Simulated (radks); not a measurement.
The numbers below are computed, except where a source is named.
Coherent X-ray form factor from a spherical all-electron density. Level of theory: scalar-relativistic Kohn-Sham, r2SCAN, spin-unpolarised, spherical densities, finite nucleus; meta-GGA in the generalised Kohn-Sham scheme; Fermi nuclear charge, rms radius of each element as measured or else 0.836 A^(1/3) + 0.57 fm (a radial shooting solver on a logarithmic mesh with Libxc functionals).

| sin(theta)/lambda (1/angstrom) | f0 (electrons) |
|---|---|
| 0.05 | 26.804 |
| 0.1 | 26.232 |
| 0.15 | 25.328 |
| 0.2 | 24.155 |
| 0.25 | 22.789 |
| 0.3 | 21.307 |
| 0.4 | 18.259 |
| 0.5 | 15.426 |
| 0.6 | 13.020 |
| 0.8 | 9.628 |
| 1 | 7.718 |
| 1.25 | 6.439 |
| 1.5 | 5.624 |
| 2 | 4.255 |

The species is in the configuration that NIST lists as its ground one. Which atom or ion scatters so?

Answer. The gallium ion Ga4+, [Ar] 3d9. Extrapolating in s^2 from the first two rows gives f0(0) = 27.0, near the electron count 27; among species with that count, the fall with angle is slower the higher Z, and the table is that of Z = 31; from so few rows the species is fixed only to a neighbour or two.
